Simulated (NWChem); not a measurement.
System: NH2SeI; SMILES N[Se]I

```xyz
5

Se     0.3691     1.3172     0.0000
I      0.0193    -1.2488     0.0000
N     -1.2589     2.0497     0.0000
H     -1.8092     1.9357     0.8468
H     -1.8092     1.9357    -0.8468
```
Atoms are numbered in this order, from 1.

Level: PBE0/def2-SVP with def2 effective core potentials on I (NWChem), optimised geometry, unscaled harmonic frequencies. This build's default masses of Se (78.918 u) and Br (79.917 u) are each other's, which moves their modes by up to 0.6 %. def2 effective core potentials on I; no spin-orbit coupling.

```tsv
frequency (cm⁻¹)	IR intensity (km/mol)
164	17.6
233	8.0
467	22.8
549	365.6
792	11.4
1001	4.5
1563	14.2
3561	36.4
3682	53.8
```

```json
{
 "zero_point_energy": "17.2 kcal/mol",
 "thermal correction to the enthalpy at 298.15 K (with zero-point energy)": "20.6 kcal/mol",
 "heat capacity Cv": "13.2 cal/(mol K)",
 "entropy at 298.15 K and 1 atm (symmetry number 1)": "75.3 cal/(mol K)"
}
```

Rigid rotor and harmonic oscillator.
